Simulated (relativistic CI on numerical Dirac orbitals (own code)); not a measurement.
Hyperfine structure of Cd10+, mass number 113

Calculated at this level of theory: Dirac-Coulomb-Breit CI, KLI orbitals optimised for each configuration, a model potential for QED, unscaled Slater integrals (own radial code, finite nucleus).

CI space (outside the closed core [Ar] 3d10): 4s²4p⁶4d², 4s²4p⁵4d³, 4s²4p⁶4d4f, 4s²4p⁶4d5s, 4s4p⁶4d³, 4s²4p⁶4d5p, 4s²4p⁵4d²4f, 4s²4p⁶4f5s, 4s²4p⁶5s5p, 4s²4p⁶4d5d, 4s²4p⁶4f², 4s²4p⁵4f³, 4s²4p⁶5s², 4s²4p⁵4f5s², 4s²4p⁶4f5p, 4s²4p⁵4f²5p, 4s²4p⁶5p², 4s²4p⁵4f5p². Double excitations out of closed p, d and f shells are left out; levels of such configurations are missing from the list, as are those of other unlisted configurations, and high levels can miss mixing partners.

Nuclear spin I = 1/2, μ = -0.6213 μN (tables of Stone and Pyykkö). The electronic factors are computed for point nuclear moments, without core polarisation or the Bohr-Weisskopf and QED corrections.

```tsv
Level	E (eV)	A (MHz)
4s²4p⁶4d² ³F2	0.0000	-3207
4s²4p⁶4d² ³F3	0.8170	-1948
4s²4p⁶4d² ³F4	1.6259	-1550
4s²4p⁶4d² ¹D2	2.7805	-1762
4s²4p⁶4d² ³P1	3.0533	-25.64
4s²4p⁶4d² ³P2	4.0508	-1380
4s²4p⁶4d² ¹G4	4.2963	-1934
4s²4p⁶4d5s ³D1	58.3114	10140
```

Levels with J = 0, under 50 % of one LS term, or S terms without an open s electron are left out. Small factors come from cancelling terms and can be off by tens of per cent or more.

At this charge energies of transitions that change n are usually good to better than 1 %, and those within a shell (Δn = 0) to a few per cent. Terms inside the open d or f shell come out 10 to 20 % too wide with unscaled integrals.

(1) Give the hyperfine levels of 4s²4p⁶4d² ³F2 relative to its centre of gravity.

Results:

(1) With K = F(F + 1) − I(I + 1) − J(J + 1), E = AK/2: F = 3/2: 4811, F = 5/2: -3207 MHz.

LS names give the leading component of a level, which can be under half, so a name can repeat, a term be missing and a line seem to break the LS rules.
